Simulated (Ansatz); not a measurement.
Harmonic vibrations of Pt₂H⁻ by finite differences.

```yaml
crystal:
  periodic: [false, false, false]
  atoms:
    - {symbol: Pt, position_ang: [-0.406071, -0.526530, -0.407548]}
    - {symbol: Pt, position_ang: [1.723094, -0.192442, 0.696726]}
    - {symbol: H, position_ang: [-1.317024, 0.718971, -0.289168]}
basis:
  gaussian: {orbitals: def2-TZVPD}
total_charge: -1
hamiltonian: {xc: pbe, dispersion: d4}
scf: {omitted_lower_state_checks: [starts]}
phonons: {temperatures: {t_min: 298.15, t_max: 900, t_step: 200}}
```

```sh
$ ansatz run in.yaml --threads 4 --pin off --events-out ev --progress --plain --max-ram 3916MiB
```

Shortened log:

```
Functional definition: PBE
mean field -6514.98737727 eV, -239.4213700977 hartree, gradient 3.2e-5 eV, S^2 0.000000; 0 other end points of the search recorded, 0 dependent functions left out
mean field -6514.98731817 eV, -239.4213679257 hartree, gradient 9.9e-7 eV, S^2 0.000000; 0 other end points of the search recorded, 0 dependent functions left out
mean field -6514.98733042 eV, -239.4213683758 hartree, gradient 2.7e-6 eV, S^2 0.000000; 0 other end points of the search recorded, 0 dependent functions left out
mean field -6514.98734928 eV, -239.4213690690 hartree, gradient 2.4e-6 eV, S^2 0.000000; 0 other end points of the search recorded, 0 dependent functions left out
mean field -6514.98735377 eV, -239.4213692341 hartree, gradient 1.8e-6 eV, S^2 0.000000; 0 other end points of the search recorded, 0 dependent functions left out
mean field -6514.98735382 eV, -239.4213692359 hartree, gradient 2.8e-6 eV, S^2 0.000000; 0 other end points of the search recorded, 0 dependent functions left out
mean field -6514.98731799 eV, -239.4213679191 hartree, gradient 9.7e-7 eV, S^2 0.000000; 0 other end points of the search recorded, 0 dependent functions left out
mean field -6514.98737901 eV, -239.4213701616 hartree, gradient 1.9e-6 eV, S^2 0.000000; 0 other end points of the search recorded, 0 dependent functions left out
mean field -6514.98737372 eV, -239.4213699671 hartree, gradient 1.9e-6 eV, S^2 0.000000; 0 other end points of the search recorded, 0 dependent functions left out
mean field -6514.98735047 eV, -239.4213691126 hartree, gradient 2.8e-6 eV, S^2 0.000000; 0 other end points of the search recorded, 0 dependent functions left out
mean field -6514.98737401 eV, -239.4213699780 hartree, gradient 2.0e-6 eV, S^2 0.000000; 0 other end points of the search recorded, 0 dependent functions left out
mean field -6514.98735412 eV, -239.4213692468 hartree, gradient 1.9e-6 eV, S^2 0.000000; 0 other end points of the search recorded, 0 dependent functions left out
mean field -6514.98735492 eV, -239.4213692764 hartree, gradient 1.7e-6 eV, S^2 0.000000; 0 other end points of the search recorded, 0 dependent functions left out
Total energy: -6515.08225995 eV, -239.4248569717 hartree
Atom 0 at    -0.406071    -0.526530    -0.407548 Å, force     0.003682    -0.003352     0.000238 eV/Å
Atom 1 at     1.723094    -0.192442     0.696726 Å, force    -0.002799     0.000335    -0.001122 eV/Å
Atom 2 at    -1.317024     0.718971    -0.289168 Å, force    -0.000883     0.003017     0.000885 eV/Å
Dipole moment:    -0.051811    -0.111761    -0.070971 e Å
Vibrations: 193.50 455.87 2247.19 cm⁻¹, zero-point energy 0.179563 eV
Checks for a lower state left out: starts
```

Run time 8 s (4 threads of Arm Neoverse V2 on a shared host).

In the def2 sets Pt takes a core potential; there is no spin–orbit coupling. The restricted singlet is unstable: a solution with broken spin symmetry lies lower. At PBE0-D4/def2-TZVPD a triplet of charge -1 lies 0.15 eV below the restricted singlet, each at its own geometry. The structure comes from a short search, and lower isomers may exist.
